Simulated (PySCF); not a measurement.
GeH₄N (calculated)

All values are calculated (PySCF 2.14.0). Calculation on a computer-drawn molecule: vertical ionisation energy to the stated ion spin, frozen-core CCSD(T) at the basis limit and cheaper methods, single-reference cases, UHF for radicals, no spin-orbit; all values are single points at the evaluated structure, the first of each entry, which is the reference or a displaced copy of it and isn't optimised; the reference structure only sets the zero of the energies above reference; triples share is (T) over the correlation energy; on germanium a core potential holds 10 electrons, which the energies leave out, and 3d is frozen in MP2 and coupled-cluster steps.

Common to all runs: charge 1; multiplicity 1; ion multiplicity 2; diffuse functions no; basis cc-pVnZ; basis and core potential on germanium cc-pVnZ-PP ECP10MDF; reference is the Hartree-Fock double-zeta minimum; best is HF at quadruple zeta + MP2 correlation extrapolated from triple and quadruple zeta + CCSD(T) minus MP2 at triple zeta; basis step is the size of the change from the same recipe one zeta lower.

(1) GeH₄N

Evaluated structure:
```xyz
6
GeH4N
N      0.8684    -0.6573     2.9778
Ge    -0.6480    -0.4619     2.1629
H      1.2299     0.1007     3.6200
H      1.4424    -1.4610     3.0271
H     -1.3297     0.8798     2.2646
H     -1.0799    -1.6122     1.2954
```

Reference structure:
```xyz
6
GeH4N
N      0.8637    -0.6379     3.0296
Ge    -0.6108    -0.4490     2.1542
H      1.2665     0.0896     3.5963
H      1.4044    -1.4864     3.0242
H     -1.3109     0.8774     2.2576
H     -1.0923    -1.6239     1.3493
```

It finds ionisation energy best 17.36 eV; ionisation energy basis step 0.02088 eV; energy above reference best 1.676 kcal/mol; energy above reference basis step 0.08475 kcal/mol; ionisation energy Koopmans at triple zeta 17.92 eV; ionisation energy EOM CCSD at triple zeta 17.22 eV; total energy HF triple zeta -349.9313 hartree; total energy CCSD(T) triple zeta -350.2837 hartree; total energy best -350.3266 hartree; T1 diagnostic at triple zeta 0.01754; D1 diagnostic at triple zeta 0.05567; ion T1 diagnostic at triple zeta 0.009103; ion D1 diagnostic at triple zeta 0.02376; ion spin squared at triple zeta 0.7592; triples share at triple zeta 0.03559; basis functions triple zeta 125.

Drawn bonds:
| atom | other atom | order |
| --- | --- | --- |
| 1 | 2 | 1 |
| 1 | 3 | 1 |
| 1 | 4 | 1 |
| 2 | 5 | 1 |
| 2 | 6 | 1 |

Triple zeta:
| method | ionisation energy (eV) | energy above reference (kcal/mol) |
| --- | --- | --- |
| HF | 15.51 | 2.537 |
| PBE | 17.4 | 1.304 |
| r2SCAN | 17.21 | 1.725 |
| B3LYP | 17.32 | 1.661 |
| wB97X | 17.22 | 1.915 |
| MP2 | 17.32 | 1.719 |
| CCSD | 17.08 | 1.765 |
| CCSD(T) | 17.22 | 1.624 |

(2) GeH₄N

Evaluated structure:
```xyz
6
GeH4N
N      0.8875    -0.6223     3.0176
Ge    -0.6448    -0.4535     2.1710
H      1.2955     0.1023     3.6000
H      1.4487    -1.4660     3.0221
H     -1.3235     0.8915     2.2727
H     -1.0632    -1.6370     1.3515
```

Reference structure:
```xyz
6
GeH4N
N      0.8637    -0.6379     3.0296
Ge    -0.6108    -0.4490     2.1542
H      1.2665     0.0896     3.5963
H      1.4044    -1.4864     3.0242
H     -1.3109     0.8774     2.2576
H     -1.0923    -1.6239     1.3493
```

It finds ionisation energy best 17.21 eV; ionisation energy basis step 0.02043 eV; energy above reference best 0.1666 kcal/mol; energy above reference basis step 0.1852 kcal/mol; ionisation energy Koopmans at triple zeta 17.76 eV; ionisation energy EOM CCSD at triple zeta 17.07 eV; total energy HF triple zeta -349.9333 hartree; total energy CCSD(T) triple zeta -350.2862 hartree; total energy best -350.3290 hartree; T1 diagnostic at triple zeta 0.0184; D1 diagnostic at triple zeta 0.05885; ion T1 diagnostic at triple zeta 0.009107; ion D1 diagnostic at triple zeta 0.02408; ion spin squared at triple zeta 0.7592; triples share at triple zeta 0.03591; basis functions triple zeta 125.

Drawn bonds:
| atom | other atom | order |
| --- | --- | --- |
| 1 | 2 | 1 |
| 1 | 3 | 1 |
| 1 | 4 | 1 |
| 2 | 5 | 1 |
| 2 | 6 | 1 |

Triple zeta:
| method | ionisation energy (eV) | energy above reference (kcal/mol) |
| --- | --- | --- |
| HF | 15.34 | 1.268 |
| PBE | 17.26 | -0.1904 |
| r2SCAN | 17.06 | 0.4214 |
| B3LYP | 17.17 | 0.196 |
| wB97X | 17.06 | 0.6861 |
| MP2 | 17.17 | 0.2404 |
| CCSD | 16.92 | 0.3069 |
| CCSD(T) | 17.07 | 0.08584 |

(3) GeH₄N

Evaluated structure:
```xyz
6
GeH4N
N      0.9196    -0.6837     3.0690
Ge    -0.5445    -0.4025     2.2288
H      1.4073     0.0069     3.6250
H      1.3157    -1.3743     3.0377
H     -1.2598     0.8523     2.3439
H     -1.0875    -1.5794     1.4311
```

Reference structure:
```xyz
6
GeH4N
N      0.8637    -0.6379     3.0296
Ge    -0.6108    -0.4490     2.1542
H      1.2665     0.0896     3.5963
H      1.4044    -1.4864     3.0242
H     -1.3109     0.8774     2.2576
H     -1.0923    -1.6239     1.3493
```

The calculation gives: ionisation energy best 17.78 eV; ionisation energy basis step 0.02457 eV; energy above reference best 40.41 kcal/mol; energy above reference basis step 0.4741 kcal/mol; ionisation energy Koopmans at triple zeta 18.32 eV; ionisation energy EOM CCSD at triple zeta 17.65 eV; total energy HF triple zeta -349.8752 hartree; total energy CCSD(T) triple zeta -350.2208 hartree; total energy best -350.2648 hartree; T1 diagnostic at triple zeta 0.01592; D1 diagnostic at triple zeta 0.04998; ion T1 diagnostic at triple zeta 0.008334; ion D1 diagnostic at triple zeta 0.02041; ion spin squared at triple zeta 0.7576; triples share at triple zeta 0.03318; basis functions triple zeta 125.

Drawn bonds:
| atom | other atom | order |
| --- | --- | --- |
| 1 | 2 | 1 |
| 1 | 3 | 1 |
| 1 | 4 | 1 |
| 2 | 5 | 1 |
| 2 | 6 | 1 |

Triple zeta:
| method | ionisation energy (eV) | energy above reference (kcal/mol) |
| --- | --- | --- |
| HF | 15.96 | 37.74 |
| PBE | 17.83 | 42.58 |
| r2SCAN | 17.65 | 40.52 |
| B3LYP | 17.76 | 40.54 |
| wB97X | 17.66 | 40.33 |
| MP2 | 17.73 | 40.92 |
| CCSD | 17.52 | 40.55 |
| CCSD(T) | 17.65 | 41.08 |

(4) GeH₄N

Evaluated structure:
```xyz
6
GeH4N
N      0.8688    -0.6253     3.0188
Ge    -0.6100    -0.4224     2.1605
H      1.2768     0.0894     3.5870
H      1.4144    -1.4888     3.0464
H     -1.3103     0.8873     2.2477
H     -1.0751    -1.6378     1.3404
```

Reference structure:
```xyz
6
GeH4N
N      0.8637    -0.6379     3.0296
Ge    -0.6108    -0.4490     2.1542
H      1.2665     0.0896     3.5963
H      1.4044    -1.4864     3.0242
H     -1.3109     0.8774     2.2576
H     -1.0923    -1.6239     1.3493
```

Drawn bonds:
| atom | other atom | order |
| --- | --- | --- |
| 1 | 2 | 1 |
| 1 | 3 | 1 |
| 1 | 4 | 1 |
| 2 | 5 | 1 |
| 2 | 6 | 1 |

## Withheld values
1. What energy above reference basis step does the calculation give for GeH₄N (entry 4)?
2. GeH₄N (entry 4): T1 diagnostic at triple zeta?
3. Give the table of triple zeta values for GeH₄N (entry 4).

## Answers
1. 0.008214 kcal/mol
2. 0.01701
3. 
Triple zeta:
| method | ionisation energy (eV) | energy above reference (kcal/mol) |
| --- | --- | --- |
| HF | 15.6 | 0.7115 |
| PBE | 17.48 | 0.3436 |
| r2SCAN | 17.3 | 0.5134 |
| B3LYP | 17.41 | 0.4821 |
| wB97X | 17.31 | 0.5404 |
| MP2 | 17.41 | 0.5603 |
| CCSD | 17.16 | 0.5155 |
| CCSD(T) | 17.31 | 0.4914 |

Further results for GeH₄N (entry 4):

* ionisation energy best: 17.44 eV
* ionisation energy basis step: 0.02193 eV
* energy above reference best: 0.4981 kcal/mol
* ionisation energy Koopmans at triple zeta: 18 eV
* ionisation energy EOM CCSD at triple zeta: 17.3 eV
* total energy HF triple zeta: -349.9342 hartree
* total energy CCSD(T) triple zeta: -350.2855 hartree
* total energy best: -350.3284 hartree
* D1 diagnostic at triple zeta: 0.05373
* ion T1 diagnostic at triple zeta: 0.008934
* ion D1 diagnostic at triple zeta: 0.02306
* ion spin squared at triple zeta: 0.7589
* triples share at triple zeta: 0.03517
* basis functions triple zeta: 125
